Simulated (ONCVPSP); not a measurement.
# Cr: ONCV pseudisation with LDA (Perdew-Wang 92), scalar-relativistic reference atom.

```json
{"Element": "Cr", "Generator": "ONCVPSP 4.0.1", "Type": "optimised norm-conserving Vanderbilt (ONCV)", "Functional": "LDA (Perdew-Wang 92)", "Relativity": "scalar-relativistic", "Frozen core": "[Ar]", "Valence charge": "6", "Reference configuration": "3d5 4s1", "Partial waves": "4s: rc 2.90 bohr, ncon 5, nbas 8, qcut 2.4 1/bohr, 1 projector; p scattering state at 0.42 Ha: rc 2.95 bohr, ncon 5, nbas 10, qcut 3.4 1/bohr, 3 projectors, debl 2.3 Ha; 3d: rc 1.30 bohr, ncon 3, nbas 8, qcut 11 1/bohr, local", "Local potential": "the d channel", "Core correction": "Teter function, fcfact 4, rcfact 1.55"}
```

In the p channel the program set the typed energies aside and used 0.050, 2.350, 4.650 Ha.

(1) Estimate the cutoffs (Ha) at which the residual kinetic energy of the hardest occupied pseudo-wave falls to 1 and 0.1 mHa per electron.

(2) What does a ghost test show?

(3) Which valence shell sets the plane-wave cutoff?

Results:

(1) 47 Ha and 53 Ha.

(2) Ghosts flagged at negative energy: s at -228.9 eV; GHOST(+) flagged for p at 70.1 eV. A true bound ghost makes a file unfit for plane-wave use.

(3) 3d: 47 Ha for 1 mHa per electron, against 3 Ha for 4s.

Its largest configuration-test error is -189 meV (3d4 4s0). 1 of 4 tests not solved or not reliable.
